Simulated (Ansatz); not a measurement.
Species: CH₃S₃, SMILES `S[C](S)S` (charge 0, multiplicity 2).

Q: Give a relaxed geometry from PBE0-D4/def2-TZVP (Ansatz, a quantum-chemistry and plane-wave program).

A: One answer among several that fit: the end point of this relaxation, one of several conformers (outside a Z-matrix the atoms follow the SMILES, hydrogens last).
Bonded distances (Å): S1–C2 1.737, S1–H5 1.347, C2–S3 1.737, C2–S4 1.737, S3–H6 1.347, S4–H7 1.347. Angles (°): C2–S1–H5 96.7, S1–C2–S3 118.4, S1–C2–S4 118.4, S3–C2–S4 118.4, C2–S3–H6 96.7, C2–S4–H7 96.7.
